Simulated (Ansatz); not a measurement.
One geometry of the cluster CuF2, several levels of theory.

```yaml
crystal:
  periodic: [false, false, false]
  atoms:
    - {symbol: Cu, position_ang: [0.000083, 0.000051, -0.000119]}
    - {symbol: F, position_ang: [-0.347487, 1.637384, 0.466690]}
    - {symbol: F, position_ang: [0.347404, -1.637435, -0.466571]}
basis:
  gaussian: {orbitals: def2-TZVP, initial_orbitals: start.molden}
magnetization: {spin_polarized: true, initial_magnetization: 1}
hamiltonian: {xc: pbe, dispersion: d4}
scf: {omitted_lower_state_checks: [starts]}
output: {orbitals: {seedname: orbitals}}
```

The file start.molden holds the orbitals of an earlier run on this structure, at another level or in another basis.

```sh
$ ansatz run in.yaml --threads 4 --pin off --events-out ev --progress --plain --max-ram 3916MiB
```

Output, abridged:

```
Functional definition: PBE
765 factors; their error is unknown
mean field evaluation 1: about -50065.2029 eV, gradient 7.6e0 eV
mean field evaluation 2: about -50065.4765 eV, gradient 6.3e-1 eV
mean field evaluation 4: about -50065.4434 eV, gradient 5.8e-2 eV
mean field evaluation 8: about -50065.4434 eV, gradient 1.9e-5 eV
mean field evaluation 16: about -50065.4633 eV, gradient 1.2e0 eV
mean field evaluation 32: about -50065.6134 eV, gradient 1.0e-5 eV
mean field -50065.61341087 eV, -1839.8773571579 hartree, gradient 4.2e-6 eV, S^2 0.751942; 2 other end points of the search recorded, 0 dependent functions left out
reference -50065.61345773 eV, -1839.8773588799 hartree; 24, 23 occupied and 83, 84 virtual orbitals, 765 factors
Total energy: -50065.64252846 eV, -1839.8784272096 hartree
Checks for a lower state left out: starts
```

Hardware: 4 threads of Arm Neoverse V2 on a shared host. Wall time 5.5 s.

First input, but with `hamiltonian: {xc: {name: B97M-V}}` (abridged; 8.5 s):

```
Functional definition: B97M-V
mean field evaluation 16: about -50066.0194 eV, gradient 1.3e-6 eV
mean field -50066.01939525 eV, -1839.8922768086 hartree, gradient 1.3e-6 eV, S^2 0.752508
Total energy: -50066.01946843 eV, -1839.8922794980 hartree
Checks for a lower state left out: starts
```

As the first input, with `gaussian: {orbitals: def2-SVP, initial_orbitals: start.molden}` (abridged; 2.5 s):

```
Functional definition: PBE
mean field evaluation 16: about -50051.7376 eV, gradient 1.1e-5 eV
mean field -50051.73762460 eV, -1839.3674314177 hartree, gradient 2.3e-6 eV, S^2 0.751631
Total energy: -50051.76675837 eV, -1839.3685020640 hartree
Checks for a lower state left out: starts
```

First input, but with `gaussian: {orbitals: def2-TZVPD, initial_orbitals: start.molden}` (abridged; 5 s):

```
Functional definition: PBE
mean field evaluation 16: about -50065.7751 eV, gradient 4.5e-5 eV
mean field -50065.77514674 eV, -1839.8833008415 hartree, gradient 3.3e-6 eV, S^2 0.752041
Total energy: -50065.80427226 eV, -1839.8843711845 hartree
Checks for a lower state left out: starts
```

First input, but with `gaussian: {orbitals: def2-SVP, initial_orbitals: start.molden}`, `hamiltonian: {xc: pbe0, dispersion: d4}` (abridged; 1.4 s):

```
Functional definition: PBE0
mean field -50051.62971735 eV, -1839.3634658994 hartree, gradient 4.3e-6 eV, S^2 0.752530
Total energy: -50051.65396464 eV, -1839.3643569708 hartree
Checks for a lower state left out: starts
```

First input, but with `gaussian: {orbitals: def2-TZVPD, initial_orbitals: start.molden}`, `hamiltonian: {xc: r2scan, dispersion: d4}` (abridged; 33 s):

```
Functional definition: r2SCAN
mean field evaluation 16: about -50074.9266 eV, gradient 4.2e-2 eV
mean field evaluation 32: about -50074.9267 eV, gradient 1.4e-3 eV
mean field evaluation 64: about -50074.9267 eV, gradient 7.8e-5 eV
mean field -50074.92667358 eV, -1840.2196132498 hartree, gradient 7.2e-6 eV, S^2 0.751751; 3 other end points of the search recorded, 0 dependent functions left out
Total energy: -50074.93317697 eV, -1840.2198522448 hartree
Checks for a lower state left out: starts
```

First input, but with `hamiltonian: {xc: r2scan, dispersion: d4}` (abridged; 15 s):

```
Functional definition: r2SCAN
mean field evaluation 16: about -50074.7656 eV, gradient 2.3e-1 eV
mean field evaluation 32: about -50074.7666 eV, gradient 3.8e-2 eV
mean field -50074.76662141 eV, -1840.2137314408 hartree, gradient 7.0e-6 eV, S^2 0.751629; 1 other end points of the search recorded, 0 dependent functions left out
Total energy: -50074.77311682 eV, -1840.2139701427 hartree
Checks for a lower state left out: starts
```

Geometry: PBE-D4/def2-TZVP.

At PBE-D4/def2-TZVP, PBE-D4/def2-SVP, PBE-D4/def2-TZVPD the gap within one spin of the charge 0 doublet nearly closes, so an electron or hole may be smeared out by delocalisation error. The structure comes from a short search, and lower isomers may exist.
